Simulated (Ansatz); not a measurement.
Ansatz (an electronic-structure program) input:

Ansatz 0.2 input:
```yaml
crystal:
  periodic: [false, false, false]
  atoms:
    - {symbol: C, position_ang: [3.53310130, -0.03589951, 0.67359730]}
    - {symbol: C, position_ang: [2.35463724, -0.72560393, -0.00755698]}
    - {symbol: C, position_ang: [1.08743007, 0.12501991, -0.01033357]}
    - {symbol: C, position_ang: [-0.10469608, -0.57555667, -0.69853606]}
    - {symbol: C, position_ang: [-1.34376352, 0.24454664, -0.72200919]}
    - {symbol: C, position_ang: [-2.22072172, 0.37926890, 0.46658902]}
    - {symbol: O, position_ang: [-3.58767311, 0.62511963, 0.13091638]}
    - {symbol: H, position_ang: [3.78080555, 0.90361459, 0.17387671]}
    - {symbol: H, position_ang: [3.30353290, 0.19591414, 1.71636840]}
    - {symbol: H, position_ang: [4.42524493, -0.66469311, 0.66126049]}
    - {symbol: H, position_ang: [2.62124247, -0.97529694, -1.03966182]}
    - {symbol: H, position_ang: [2.14721843, -1.67760211, 0.49181465]}
    - {symbol: H, position_ang: [1.28299356, 1.07611503, -0.51541129]}
    - {symbol: H, position_ang: [0.81232874, 0.37467716, 1.01927416]}
    - {symbol: H, position_ang: [-0.29332110, -1.51905281, -0.17245633]}
    - {symbol: H, position_ang: [0.19254340, -0.83581532, -1.71889409]}
    - {symbol: H, position_ang: [-1.50369725, 0.94879733, -1.53196255]}
    - {symbol: H, position_ang: [-1.93217211, 1.23851912, 1.08695465]}
    - {symbol: H, position_ang: [-2.12714658, -0.51188412, 1.10443934]}
    - {symbol: H, position_ang: [-3.84411177, -0.02490177, -0.53343652]}
basis:
  gaussian:
    orbitals: aug-cc-pVDZ
magnetization: {spin_polarized: true, initial_magnetization: 1}
correlation: {method: ccsd_t, electrons: outside_noble_gas}
output: {forces: true}
```

Task: Predict the final energy.

Result: -310.82400 Eh (CCSD(T)/aug-cc-pVDZ). The basis has 278 functions.

It need not be the lowest isomer of its formula.
